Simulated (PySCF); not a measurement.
Isomers of C5H8S2Si, one GFN2-xTB conformer each. Single-point energies are computed at PBE0/pcSseg-1 (PySCF, gas phase, no added dispersion term), electronic only.

Question: Rank them by PBE0/pcSseg-1 energy, lowest first (kcal/mol).
A. `[CH3:1][S:2][SiH2:3][c:4]1[cH:5][cH:6][cH:7][s:8]1` with C1–S2–Si3–C4 -65°, S2–Si3–C4–C5 -16°
B. `[SiH3:1][S:2][CH2:3][c:4]1[cH:5][cH:6][cH:7][s:8]1` with Si1–S2–C3–C4 -58°, S2–C3–C4–C5 -71°

Answer: A (0.0), B (10.8).

As drawn, the lower has an Si–C bond, which the higher lacks. GFN2-xTB itself gives, in the same order: 8.3, 0.0. GFN2-xTB puts [SiH3]SCc1cccs1 lowest instead.

Which frontier levels, dipoles and rotational constants go with these structures?

```json
{"SMILES": "CS[SiH2]c1cccs1", "HOMO (eV, PBE0/pcSseg-1)": "-6.92", "LUMO (eV)": "-0.93", "dipole (D)": "2.00", "A, B, C (MHz)": "2600, 693.4, 604.7"}
{"SMILES": "[SiH3]SCc1cccs1", "HOMO (eV, PBE0/pcSseg-1)": "-6.58", "LUMO (eV)": "-0.76", "dipole (D)": "1.53", "A, B, C (MHz)": "2175, 818.5, 727.7"}
```
